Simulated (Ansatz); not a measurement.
ClH2Si (SMILES [SiH2]Cl) moved off its minimum; all values from Ansatz (a program for electronic structure), cores frozen in correlated methods. Open shells are unrestricted.
(charge 0, multiplicity 2)
```xyz
4

Si    -1.0040     0.0135     0.3181
Cl     1.0302     0.0031    -0.2495
H     -1.6029     1.2295    -0.2457
H     -1.6540    -1.1921    -0.2465
```

Forces at PBE/def2-TZVPP (eV/Å):

| atom | Fx | Fy | Fz |
|---|---|---|---|
| Si1 | 0.916 | -0.165 | 0.057 |
| Cl2 | -0.595 | -0.024 | 0.182 |
| H3 | -0.224 | 0.455 | -0.157 |
| H4 | -0.097 | -0.265 | -0.083 |

Q: Give the forces (eV/Å), the total energy and the dipole at CCSD(T)/cc-pV(T+d)Z.

A: 
```json
[
 {"atom": "Si1", "Fx": "0.846", "Fy": "-0.160", "Fz": "-0.258"},
 {"atom": "Cl2", "Fx": "-0.743", "Fy": "-0.027", "Fz": "0.242"},
 {"atom": "H3", "Fx": "-0.123", "Fy": "0.214", "Fz": "-0.028"},
 {"atom": "H4", "Fx": "0.019", "Fy": "-0.027", "Fz": "0.044"}
]
```
Energy -749.9799 hartree, dipole 1.43 D.
